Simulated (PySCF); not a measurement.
PySCF input file for SeHF, SMILES [SeH]F, ADC(2)/aug-cc-pVDZ. Geometry: B3LYP-D3(BJ)/def2-TZVP.

```python
import numpy as np
from pyscf import gto, scf, dft, adc

mol = gto.M(
    atom='''
    Se    0.04563844   -0.35849256    0.00000000
    H    -1.42355717   -0.51785976    0.00000000
    F    -0.01423886    1.41184521    0.00000000
    ''',
    basis='aug-cc-pVDZ',
    charge=0,
    spin=0,
    max_memory=1600,
    verbose=4,
)
mf = scf.RHF(mol)
mf.conv_tol = 1e-10
mf.max_cycle = 100
mf.kernel()
res = {}
for kind, nroots in (('ee', 6), ('ip', 6), ('ea', 2)):
    a = adc.ADC(mf).density_fit('aug-cc-pvdz-ri')
    a.method, a.method_type = 'adc(2)', kind
    e, v, p, x = a.kernel(nroots=nroots)
    res[kind] = (e * 27.211386245988, p)
for kind, (e, p) in res.items():
    print(kind, 'energies / eV', np.round(e, 3), 'strengths', np.round(p, 4))
```

Log of the run:

```
PySCF version 2.14.0

[INPUT] verbose = 4
[INPUT] num. atoms = 3
[INPUT] num. electrons = 44
[INPUT] charge = 0
[INPUT] spin (= nelec alpha-beta = 2S) = 0
[INPUT] symmetry False subgroup None
[INPUT] Mole.unit = angstrom
[INPUT] Symbol           X                Y                Z      unit          X                Y                Z       unit  Magmom
[INPUT]  1 Se     0.045638440000  -0.358492560000   0.000000000000 AA    0.086244152352  -0.677452756094   0.000000000000 Bohr   0.0
[INPUT]  2 H     -1.423557170000  -0.517859760000   0.000000000000 AA   -2.690133173961  -0.978613117333   0.000000000000 Bohr   0.0
[INPUT]  3 F     -0.014238860000   1.411845210000   0.000000000000 AA   -0.026907545726   2.668000777179   0.000000000000 Bohr   0.0

nuclear repulsion = 105.582998453371
number of shells = 22
number of NR pGTOs = 132
number of NR cGTOs = 68
basis = aug-cc-pVDZ
ecp = {}


[settings echo left out]
init E= -2498.81569364862
  HOMO = -0.260664945699189  LUMO = -0.0936129423302985  gap/eV = 4.54572
cycle= 1 E= -2499.77435125944  delta_E= -0.959  |g|= 0.406  |ddm|= 1.51
  HOMO = -0.394610790676097  LUMO = 0.0180524206993207  gap/eV = 11.22914
cycle= 2 E= -2499.80213608912  delta_E= -0.0278  |g|= 0.263  |ddm|= 0.435
  HOMO = -0.380085926860059  LUMO = 0.0262232758555561  gap/eV = 11.05624
cycle= 3 E= -2499.81361814515  delta_E= -0.0115  |g|= 0.0385  |ddm|= 0.15
  HOMO = -0.374057141583124  LUMO = 0.0318474366773938  gap/eV = 11.04523
cycle= 4 E= -2499.81403492833  delta_E= -0.000417  |g|= 0.00784  |ddm|= 0.0393
  HOMO = -0.375317069138586  LUMO = 0.031889546705143  gap/eV = 11.08066
cycle= 5 E= -2499.81407029987  delta_E= -3.54e-05  |g|= 0.0017  |ddm|= 0.0143
  HOMO = -0.375300021740833  LUMO = 0.031873784525736  gap/eV = 11.07976
cycle= 6 E= -2499.8140728471  delta_E= -2.55e-06  |g|= 0.000604  |ddm|= 0.00369
  HOMO = -0.375361715748039  LUMO = 0.0318704212271363  gap/eV = 11.08135
cycle= 7 E= -2499.81407322117  delta_E= -3.74e-07  |g|= 0.00018  |ddm|= 0.00145
  HOMO = -0.375337666689301  LUMO = 0.0318782133277988  gap/eV = 11.08091
cycle= 8 E= -2499.81407325686  delta_E= -3.57e-08  |g|= 5.71e-05  |ddm|= 0.000495
  HOMO = -0.375339477038463  LUMO = 0.0318790982057893  gap/eV = 11.08098
cycle= 9 E= -2499.81407326009  delta_E= -3.23e-09  |g|= 1.75e-05  |ddm|= 0.000156
  HOMO = -0.375338272476911  LUMO = 0.0318797093463523  gap/eV = 11.08097
cycle= 10 E= -2499.81407326041  delta_E= -3.17e-10  |g|= 4.89e-06  |ddm|= 4.9e-05
  HOMO = -0.375338378142504  LUMO = 0.0318795844281192  gap/eV = 11.08097
cycle= 11 E= -2499.81407326044  delta_E= -2.91e-11  |g|= 9.31e-07  |ddm|= 1.44e-05
  HOMO = -0.37533838906357  LUMO = 0.0318795746642975  gap/eV = 11.08097
Extra cycle  E= -2499.81407326044  delta_E= -3.64e-12  |g|= 4.3e-07  |ddm|= 1.4e-06
converged SCF energy = -2499.81407326044

******** <class 'pyscf.adc.radc.RADC'> ********
******** ADC Orbital Information ********
Number of Frozen Occupied Orbitals: 0
Number of Frozen Virtual Orbitals: 0
Number of Active Occupied Orbitals: 22
Number of Active Virtual Orbitals: 46
*****************************************
******** <class 'pyscf.df.df.DF'> ********
auxbasis = aug-cc-pvdz-ri
Reference correlation energy (doubles): -0.36954541
MP2 correlation energy of reference state (a.u.) = -0.36954541

******** <class 'pyscf.adc.radc_ee.RADCEE'> ********
max_space = 12
max_cycle = 50
conv_tol = 1e-08

*************************************************************
        ADC calculation summary (singlet states only)
*************************************************************
adc(2) root 0  |  Energy (Eh) =   0.1212262722  |  Energy (eV) =   3.29873489  |  Osc. strength = 0.00006462  |  conv = True
adc(2) root 1  |  Energy (Eh) =   0.2029948880  |  Energy (eV) =   5.52377226  |  Osc. strength = 0.02610557  |  conv = True
adc(2) root 2  |  Energy (Eh) =   0.2331217899  |  Energy (eV) =   6.34356701  |  Osc. strength = 0.01353431  |  conv = True
adc(2) root 3  |  Energy (Eh) =   0.2757769287  |  Energy (eV) =   7.50427246  |  Osc. strength = 0.04101966  |  conv = True
adc(2) root 4  |  Energy (Eh) =   0.2794398031  |  Energy (eV) =   7.60394435  |  Osc. strength = 0.04009145  |  conv = True
adc(2) root 5  |  Energy (Eh) =   0.2926100538  |  Energy (eV) =   7.96232513  |  Osc. strength = 0.03431038  |  conv = True

******** <class 'pyscf.adc.radc.RADC'> ********
******** ADC Orbital Information ********
Number of Frozen Occupied Orbitals: 0
Number of Frozen Virtual Orbitals: 0
Number of Active Occupied Orbitals: 22
Number of Active Virtual Orbitals: 46
*****************************************
******** <class 'pyscf.df.df.DF'> ********
auxbasis = aug-cc-pvdz-ri
Reference correlation energy (doubles): -0.36954541
MP2 correlation energy of reference state (a.u.) = -0.36954541

******** <class 'pyscf.adc.radc_ip.RADCIP'> ********
max_space = 12
max_cycle = 50
conv_tol = 1e-08

*************************************************************
        ADC calculation summary (doublet states only)
*************************************************************
adc(2) root 0  |  Energy (Eh) =   0.3448813470  |  Energy (eV) =   9.38469946  |  Spec. factor = 1.84442412  |  conv = True
adc(2) root 1  |  Energy (Eh) =   0.4429437157  |  Energy (eV) =  12.05311243  |  Spec. factor = 1.74936544  |  conv = True
adc(2) root 2  |  Energy (Eh) =   0.4936888431  |  Energy (eV) =  13.43395768  |  Spec. factor = 1.69658666  |  conv = True
adc(2) root 3  |  Energy (Eh) =   0.5222193107  |  Energy (eV) =  14.21031125  |  Spec. factor = 1.75997867  |  conv = True
adc(2) root 4  |  Energy (Eh) =   0.5727967916  |  Energy (eV) =  15.58659461  |  Spec. factor = 1.76528403  |  conv = True
adc(2) root 5  |  Energy (Eh) =   0.7809200293  |  Energy (eV) =  21.24991637  |  Spec. factor = 0.05591701  |  conv = True

******** <class 'pyscf.adc.radc.RADC'> ********
******** ADC Orbital Information ********
Number of Frozen Occupied Orbitals: 0
Number of Frozen Virtual Orbitals: 0
Number of Active Occupied Orbitals: 22
Number of Active Virtual Orbitals: 46
*****************************************
******** <class 'pyscf.df.df.DF'> ********
auxbasis = aug-cc-pvdz-ri
Reference correlation energy (doubles): -0.36954541
MP2 correlation energy of reference state (a.u.) = -0.36954541

******** <class 'pyscf.adc.radc_ea.RADCEA'> ********
max_space = 12
max_cycle = 50
conv_tol = 1e-08

*************************************************************
        ADC calculation summary (doublet states only)
*************************************************************
adc(2) root 0  |  Energy (Eh) =   0.0012447973  |  Energy (eV) =   0.03387266  |  Spec. factor = 1.89687399  |  conv = True
adc(2) root 1  |  Energy (Eh) =   0.0240122719  |  Energy (eV) =   0.65340720  |  Spec. factor = 1.96896248  |  conv = True
ee energies / eV [3.299 5.524 6.344 7.504 7.604 7.962] strengths [0.0001 0.0261 0.0135 0.041  0.0401 0.0343]
ip energies / eV [ 9.385 12.053 13.434 14.21  15.587 21.25 ] strengths [1.8444 1.7494 1.6966 1.76   1.7653 0.0559]
ea energies / eV [0.034 0.653] strengths [1.8969 1.969 ]
```

The calculation finished and met its thresholds.
